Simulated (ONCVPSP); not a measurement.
# W: one change to an ONCV potential, before and after

```
Element                 : tungsten (W)
Generator               : ONCVPSP 4.0.1
Type                    : optimised norm-conserving Vanderbilt (ONCV)
Functional              : PBE
Relativity              : scalar-relativistic
Frozen core             : [Kr] 4d10 4f14
Valence charge          : 14
Reference configuration : 5s2 5p6 5d4 6s0.5 (charge +1.5)
Partial waves           : 5s+6s: rc 2.00 bohr, ncon 4, nbas 8, qcut 5.1 1/bohr, 3 projectors, debl 3.1 Ha; 5p: rc 1.35 bohr, ncon 5, nbas 9, qcut 6.7 1/bohr, 2 projectors, debl 2.7 Ha; 5d: rc 2.75 bohr, ncon 4, nbas 8, qcut 6.9 1/bohr, 3 projectors, debl 2.8 Ha
Local potential         : polynomial inside 0.95 bohr (lpopt 5, dvloc0 -1 Ha)
Core correction         : none
```

Change: local potential polynomial inside 0.95 bohr (lpopt 5, dvloc0 4.5 Ha).

Cutoffs: the cutoffs (Ha) at which the residual kinetic energy of the hardest occupied pseudo-wave falls to 1 and 0.1 mHa per electron; they do not see the model core or the augmentation charge, which bear on the density cutoff. Errors are all-electron minus pseudo energies relative to the spin-unpolarised reference configuration.

Problem. How do hardness, ghosts and transferability respond?

Solution. The potential gets neither clearly harder nor softer (78 Ha and 136 Ha → 78 Ha and 136 Ha); the lowest positive-energy flag moves from s at 40.8 eV to s at 117.3 eV; the errors of the 4 common tests hardly move; neither file shows a bound ghost.

```csv
quantity,base,changed
"cutoff, loose",78 Ha,78 Ha
"cutoff, tight",136 Ha,136 Ha
bound ghosts,none,none
GHOST(+) flags under 300 eV,"s at 40.8 eV, p at 241.5 eV","s at 117.3 eV, p at 284.3 eV"
"error for 5s2 5p6 5d4 6s2, meV [ΔE -15.84 eV]",+7.6,+7.6
"error for 5s2 5p6 5d4 6s1, meV [ΔE -6.95 eV]",+2.7,+2.7
"error for 5s2 5p6 5d4 6s0, meV [ΔE 8.73 eV]",-2.2,-2.2
"error for 5s2 5p6 5d5 6s1, meV [ΔE -14.30 eV]",+4.5,+4.4
s: phases at 2.02 bohr within 0.05 rad from the reference energy up to (Ha; the scan ends near 5),to the end of the scan,4.2
p: phases at 1.37 bohr within 0.05 rad from the reference energy up to (Ha; the scan ends near 5),to the end of the scan,to the end of the scan
d: phases at 2.80 bohr within 0.05 rad from the reference energy up to (Ha; the scan ends near 5),to the end of the scan,to the end of the scan
```
